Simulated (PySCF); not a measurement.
A PySCF script (with the pyscf-properties extension) for the NMR shieldings of SMILES C=C[BH2-][NH2+]C, C3H10BN, on a GFN2-xTB geometry:

```python
import basis_set_exchange as bse
import numpy as np
from pyscf import gto, dft
from pyscf.prop import nmr

atoms = """
C     2.188675   -0.685098    0.256503
C     1.741791    0.424310   -0.314638
B     0.242948    0.869529   -0.631086
N    -0.738740   -0.344180   -0.134896
C    -2.163311   -0.111796   -0.334391
H     3.239296   -0.880267    0.420487
H     1.539696   -1.481335    0.602035
H     2.500669    1.141673   -0.613864
H    -0.077358    1.835970   -0.006606
H     0.051398    0.995747   -1.803159
H    -0.429174   -1.169251   -0.640243
H    -0.525716   -0.478236    0.849181
H    -2.770067   -0.953980    0.006583
H    -2.349933    0.060169   -1.392493
H    -2.454589    0.784733    0.209020
"""
names = dict.fromkeys(["C", "B", "N", "H"], "pcSseg-1")
basis = {el: gto.basis.parse(bse.get_basis(n, elements=[el], fmt="nwchem")) for el, n in names.items()}
mol = gto.M(atom=atoms, basis=basis, charge=0, verbose=0)
mf = dft.RKS(mol, xc="PBE0")
mf.grids.level = 2
mf.grids.alignment = dft.numint.BLKSIZE   # the property module wants whole blocks of grid points
mf.conv_tol = 1e-9
mf.kernel()

calc = nmr.RKS(mf)   # GIAO
C = mf.mo_coeff
Co = C[:, mf.mo_occ > 0]
resp = mf.gen_response(singlet=True, hermi=2)
def vind(x):   # induced exchange potential for any number of trial vectors
    d = np.einsum("pi,xij,qj->xpq", C, 2 * x.reshape(-1, C.shape[1], Co.shape[1]), Co, optimize=True)
    return np.einsum("xpq,pi,qj->xij", resp(d - d.transpose(0, 2, 1)), C, Co, optimize=True).ravel()
mo1, _ = nmr.rhf.solve_mo1(calc, with_cphf=vind)
sigma = calc.kernel(mo1)
for i, s in enumerate(sigma):   # ppm
    print("%2d %-2s %9.2f" % (i, mol.atom_pure_symbol(i), np.trace(s) / 3))
```

Question: What are the results?

Answer: 
```
 0 C      75.56
 1 C      20.79
 2 B     116.98
 3 N     219.61
 4 C     153.80
 5 H      26.43
 6 H      27.18
 7 H      24.52
 8 H      29.21
 9 H      29.22
10 H      28.81
11 H      28.76
12 H      29.05
13 H      28.87
14 H      28.88
```

These numbers come from an equivalent density-fitted implementation of the same equations, which agrees with the script to about 0.01 ppm for H and up to a few tenths of a ppm for heavy atoms, so last digits may differ.

Size and cost of the density-fitted run: 135 basis functions, 30 s wall time on 1 thread of an Intel Xeon, shared host; peak memory 0.63 GiB.
